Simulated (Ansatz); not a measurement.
Ansatz (an electronic-structure program) job for Os(OH)3 (H3O3Os), SMILES [OH][Os]([OH])[OH] (connectivity only; charge and spin as stated), neutral, multiplicity 4, PBE/def2-SVPD. Coordinates come from a PBE0-D3(BJ)/def2-SVP optimisation. The multiplicity is an assumed one; other spin states were not compared. The def2 effective core potentials stand for the cores of Os; spin–orbit coupling is left out. One conformer was computed; it need not be the lowest.

Ansatz 0.2 input:
```yaml
crystal:
  periodic: [false, false, false]
  atoms:
    - {symbol: Os, position_ang: [-0.03312862, -0.07286275, -0.00282800]}
    - {symbol: O, position_ang: [-1.17668238, -1.56045069, -0.14695749]}
    - {symbol: H, position_ang: [-1.92456165, -1.68767990, 0.45161480]}
    - {symbol: O, position_ang: [-0.19184750, 1.64560047, -0.73506281]}
    - {symbol: H, position_ang: [0.57236047, 2.21023968, -0.53575392]}
    - {symbol: O, position_ang: [1.61404760, 0.53000521, 0.72726277]}
    - {symbol: H, position_ang: [1.90583467, 0.09376973, 1.53712702]}
basis:
  gaussian:
    orbitals: def2-SVPD
hamiltonian:
  xc: {name: PBE}
magnetization: {spin_polarized: true, initial_magnetization: 3}
```

Program output:

```
WARN ansatz: RAYON_NUM_THREADS=1 ignored (pool sized by the plan → 1); use --threads N
Functional definition: PBE
integrals: 0.05 GiB planned
1059 factors; their error is unknown
mean field: 0.49 GiB planned
mean field evaluation 1: about -8631.2837 eV, gradient 6.9e1 eV
mean field evaluation 2: about -8456.1580 eV, gradient 2.0e2 eV
mean field evaluation 4: about -8646.0510 eV, gradient 2.4e1 eV
mean field evaluation 8: about -8648.4512 eV, gradient 3.0e-1 eV
mean field evaluation 16: about -8648.3939 eV, gradient 5.4e-3 eV
mean field evaluation 32: about -8647.7061 eV, gradient 2.7e0 eV
mean field -8648.39392459 eV, -317.8226146367 hartree, gradient 6.3e-5 eV, S^2 3.758694; 5 other end points of the search recorded, 0 dependent functions left out
reference -8648.39397181 eV, -317.8226163719 hartree; 23, 20 occupied and 105, 108 virtual orbitals, 1059 factors
Total energy: -8648.39397181 eV, -317.8226163719 hartree
```

Self-consistency was reached.

Cost: very roughly 6 core-seconds.
